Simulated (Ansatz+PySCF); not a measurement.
A calculation with Ansatz (development build ahead of 0.2.0).

```yaml
crystal:
  periodic: [false, false, false]
  atoms:
    - { symbol: Be, position_ang: [0.0, 0.0, 0.0] }
    - { symbol: C, position_ang: [0.57356, 0.76475, 1.65574] }
basis:
  gaussian: { orbitals: STO-3G }
magnetization:
  initial_magnetization: 2
hamiltonian:
  xc: hf
correlation:
  method: fci
  frozen_orbitals: { Be: 0, C: 1 }
```

The input is written out in the form of the current development build from the run's settings.

The run gave:

* Converged: yes
* Total energy: -51.67630 hartree
* State: lowest triplet root, of any spatial symmetry
